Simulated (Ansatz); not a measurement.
Cost and result for the atomization energy of H₂InO, SMILES `[OH][InH]` radical (4 atoms, 3 bonds).

The species carries charge 0 and has multiplicity 2. Correlated methods include outer-core shells of In, which these sets cover unevenly. In takes the def2 core potential. The structure was optimised at the PBE0-D4/def2-TZVP level. Program: Ansatz. All runs use 2 threads of a server CPU on a shared host. Times are those of one run each, without the atoms' runs, and a repeat can differ threefold. Electronic energies, without spin–orbit coupling; frozen cores. CCSD(T)/CBS adds CCSD(T) − MP2 in def2-TZVPP to the MP2 limit, and its time is that of the two runs behind it. T1 = 0.021; ⟨S²⟩ of the reference is 0.77. With those shells the extrapolation isn't a true limit. B3LYP takes the VWN-RPA correlation (the form of Gaussian; ORCA's B3LYP/G). HSE06 is the plane-wave form, built on full-range PBE exchange.

CCSD(T)/CBS is a level of theory with its own doubt, some kJ/mol a heavy atom from the limit and from the frozen cores, so smaller differences don't rank the functionals.

```
                             level  functions  wall time
            LDA (SPW92)/def2-TZVPP        109     0.65 s
                BLYP-D4/def2-TZVPP        109      1.3 s
   PBE-D4/def2-TZVPP (with forces)        109      1.4 s
 B3LYP-D4/def2-TZVPP (with forces)        109      1.8 s
               HSE06-D4/def2-TZVPP        109      1.9 s
                  CCSD(T)/def2-SVP         50      1.9 s
r2SCAN-D4/def2-TZVPP (with forces)        109      2.4 s
                 B97M-V/def2-TZVPP        109        4 s
                ωB97X-V/def2-TZVPP        109        4 s
  ωB97M-V/def2-TZVPP (with forces)        109      5.5 s
                    MP2/def2-QZVPP        199      5.5 s
                CCSD(T)/def2-TZVPP        109       16 s
                 CCSD(T)/CBS(def2)          –       21 s
```

(1) What atomization energy does each give, and how far from CCSD(T)/CBS? (Best estimate.)

Results:

(1) Computed: 
| level | atomization (kcal/mol) | difference from CCSD(T)/CBS | per bond |
| --- | --- | --- | --- |
| LDA (SPW92)/def2-TZVPP | 272.0 | 40.2 | 13.4 |
| BLYP-D4/def2-TZVPP | 230.7 | -1.1 | -0.4 |
| PBE-D4/def2-TZVPP (with forces) | 234.0 | 2.2 | 0.7 |
| B3LYP-D4/def2-TZVPP (with forces) | 227.5 | -4.3 | -1.4 |
| HSE06-D4/def2-TZVPP | 224.9 | -6.9 | -2.3 |
| CCSD(T)/def2-SVP | 207.5 | -24.3 | -8.1 |
| r2SCAN-D4/def2-TZVPP (with forces) | 232.5 | 0.7 | 0.2 |
| B97M-V/def2-TZVPP | 230.8 | -1.0 | -0.3 |
| ωB97X-V/def2-TZVPP | 230.3 | -1.5 | -0.5 |
| ωB97M-V/def2-TZVPP (with forces) | 229.8 | -2.0 | -0.7 |
| MP2/def2-QZVPP | 231.0 | -0.8 | -0.3 |
| CCSD(T)/def2-TZVPP | 223.5 | -8.3 | -2.8 |
| CCSD(T)/CBS(def2) | 231.8 | 0.0 | 0.0 |

In def2-TZVPP, CCSD(T) changes the Hartree–Fock value by +77.8 kcal/mol (the triples alone add +5.0 kcal/mol) and MP2 by +80.2 kcal/mol; breaking electron pairs costs correlation energy, which Hartree–Fock lacks. At CCSD(T), def2-SVP lies −24.3 kcal/mol from the extrapolated value and def2-TZVPP −8.3 kcal/mol: correlation converges slowly with the basis, and small sets miss more of it in the bonded molecule than in its fragments. From PBE to PBE0 (25 % exact exchange), in def2-TZVPP and without D4, the atomization energy moves by −9.0 kcal/mol: exact exchange takes away binding that semilocal exchange gives to molecules.

Spin–orbit coupling would lower the free In atoms strongly, and the atomization energy with them, by more than many differences here.
